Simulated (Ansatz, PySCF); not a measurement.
Gas-phase reaction in SMILES: CO (CH4O) [methanol] + [H][H] (H2) -> C (CH4) + O (H2O)
Each molecule is optimised on its own at B3LYP-D3(BJ)/def2-TZVP (Ansatz, an electronic-structure program).

Wanted: energy of full hydrogenation (enthalpy at 298 K, with B3LYP-D3(BJ) rigid-rotor harmonic-oscillator terms from PySCF), in kcal/mol. Cores are frozen in the correlated levels unless marked. No spin-orbit coupling. Non-relativistic. CBS(X,Y): correlation extrapolated as X^-3; Hartree-Fock from the larger set.

```json
[
 {"level": "BP86-D3(BJ)/def2-TZVPD", "program": "PySCF + dftd3", "energy of full hydrogenation (kcal/mol)": "-25.3"},
 {"level": "B97M-V/def2-TZVPD", "program": "Ansatz", "energy of full hydrogenation (kcal/mol)": "-27.7"}
]
```

Problem. Estimate the value at CCSD(T)/CBS(cc-pVTZ,cc-pVQZ) as computed with Ansatz.

Solution. -27.3 kcal/mol, so B97M-V/def2-TZVPD differs from it by -0.4 kcal/mol.
